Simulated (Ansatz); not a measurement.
Consider the formal loss of a carbene: `[CH3][InH][CH2][SiH3]` → `[CH2]` (triplet) + `[SiH3][CH2][InH2]`.

Isolated molecules relaxed with PBE0-D4/def2-TZVP in Ansatz; ΔE leaves out vibrations. CCSD(T)/CBS adds triple-zeta CCSD(T) − MP2 to the extrapolated MP2 energy (def2 sets, frozen cores). This one scheme is used for every species. DFT in def2-TZVPP. B3LYP here is the variant with VWN-RPA as its local correlation; programs differ in this. Triplets are unrestricted, without spin–orbit coupling. Elements past krypton have def2 core potentials. For In outer-core shells are correlated without core-valence functions, which leaves a few kJ/mol of doubt a bond. Each species was taken in one conformer, which may not be the lowest.

Problem. Is it downhill or uphill in electronic energy at CCSD(T)/CBS, and by how much? (Best estimate.)

Solution. Computed: Uphill: ΔE = +463.9 kJ/mol.

Problem. What do these levels give: r2SCAN-D4, PBE0-D4, B3LYP-D4, ωB97X-V, ωB97M-V, B2PLYP, PBE, MP2/def2-TZVPP, SCS-MP2/def2-QZVPP, HF/CBS(def2), MP2/CBS(def2), CCSD/CBS(def2)? (An estimate is asked.)

Solution. Ansatz gave: r2SCAN-D4 436.0, PBE0-D4 454.4, B3LYP-D4 450.3, ωB97X-V 466.1, ωB97M-V 460.0, B2PLYP 451.6, PBE 459.5, MP2/def2-TZVPP 468.8, SCS-MP2/def2-QZVPP 474.4, HF/CBS(def2) 303.5, MP2/CBS(def2) 482.0, CCSD/CBS(def2) 451.3 kJ/mol.

Largest T1 diagnostic among the species: 0.013.

From PBE to PBE0 (25 % exact exchange), in def2-TZVPP and without D4, ΔE moves by −9.8 kJ/mol. The D4 term adds +8.3 kJ/mol with B3LYP and +4.7 kJ/mol with PBE0; it sums over pairs of atoms, weighted by their polarisabilities, and B3LYP, whose exchange is more repulsive, gets the larger term. In def2-TZVPP, CCSD(T) changes the Hartree–Fock value by +147.5 kJ/mol (the triples alone add +12.6 kJ/mol) and MP2 by +165.6 kJ/mol.
